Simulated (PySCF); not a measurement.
Compound: C₈H₆N (doublet state).
Geometry (GFN2-xTB, Å), atoms numbered from 1 in this order:
```
atom  x, y, z in Å
C1     3.0841   -0.8120   -0.5424
C2     1.9074   -0.6008   -0.3935
C3     0.5515   -0.3014   -0.1896
C4    -0.4418   -1.1431   -0.6678
C5    -1.7779   -0.8449   -0.4663
C6    -2.1475    0.3158    0.2276
C7    -1.1979    1.1675    0.7130
C8     0.2003    0.9098    0.5327
N9     1.0455    1.7669    1.0202
H10    4.1027   -1.0194   -0.6856
H11   -0.1586   -2.0393   -1.2023
H12   -2.5394   -1.5094   -0.8459
H13   -3.1960    0.5304    0.3745
H14   -1.4570    2.0662    1.2497
H15    2.0202    1.5217    0.8539
```

The hyperfine couplings belong to this conformer and change with its torsions.

Identity: `C#Cc1ccccc1[NH]` [radical].

Computed with PySCF, UKS B3LYP, pcH-1 on C H N, non-relativistic, mean-field spin-orbit, GIAO. The structure is a single GFN2-xTB conformer in the gas phase; no vibrational or solvent corrections. The geometry wasn't refined by DFT: couplings that depend on bond lengths, twists or pyramidal angles can differ widely from those at the functional's own minimum. Stability of the SCF solution: not tested. ⟨S²⟩ is 0.791 where a pure state has 0.75.

Principal values of hyperfine tensors in MHz (contact and dipolar terms together), for some of the nuclei:

| atom | isotope | A1 | A2 | A3 |
| --- | --- | --- | --- | --- |
| C8 | 13C | -63.64 | -33.17 | -26.56 |
| C5 | 13C | 3.32 | 5.24 | 80.26 |
| C3 | 13C | 4.63 | 5.16 | 73.94 |
| C4 | 13C | -44.22 | -17.20 | -15.37 |
| C6 | 13C | -43.82 | -16.01 | -14.09 |
| C7 | 13C | 2.55 | 3.05 | 65.94 |
| C2 | 13C | -30.50 | -22.14 | -15.39 |
| H12 | 1H | -34.31 | -21.92 | -8.53 |

**Question.** Give the isotropic coupling of each nucleus in MHz and in mT (g = 2.0035), and the anisotropic part.

**Answer.** a_iso is a third of the trace, T = A − a_iso, and a(mT) = a(MHz)/(g × 13.996).

```csv
atom,a_iso (MHz),a_iso (mT),T1,T2,T3
C8,-41.12,-1.466,-22.51,7.96,14.56
C5,29.61,1.056,-26.29,-24.36,50.66
C3,27.91,0.995,-23.28,-22.75,46.03
C4,-25.60,-0.913,-18.62,8.40,10.23
C6,-24.64,-0.879,-19.18,8.63,10.55
C7,23.85,0.851,-21.30,-20.80,42.09
C2,-22.68,-0.809,-7.83,0.54,7.29
H12,-21.58,-0.770,-12.72,-0.33,13.06
```

**Question.** What spin density at the nucleus of C6 lies behind its contact coupling (g_N = 1.40482)?

**Answer.** a_FC = 800.24 MHz bohr³ × g_N × ρ(0)/(2S). With a_FC = -24.64 MHz and 2S = 1, ρ(0) = -0.02192 bohr⁻³.

**Question.** H15 (1H, g_N = 5.58569) isn't in the table. Its spin density at the nucleus is -0.007942 bohr⁻³. What is its contact coupling?

**Answer.** By the same relation, a_FC = -35.5 MHz. Its full tensor has the principal values -64.19, -41.41, -0.90 MHz.

**Question.** Which nucleus of the table has the largest anisotropic coupling, and what is its form?

**Answer.** C5: -26.3, -24.4, 50.7 MHz, nearly axial, close to the ratio −1:−1:+2, the form that spin in one p orbital centred on that nucleus gives.

**Question.** What first-order splitting does C8 cause when the field lies along A1, A2 or A3 of its tensor (g taken as isotropic, no quadrupole term)?

**Answer.** 2 lines (I = 1/2), spaced by |A_i|/(g × 13.996): 2.27, 1.18, 0.95 mT along the axes of A1, A2 and A3.
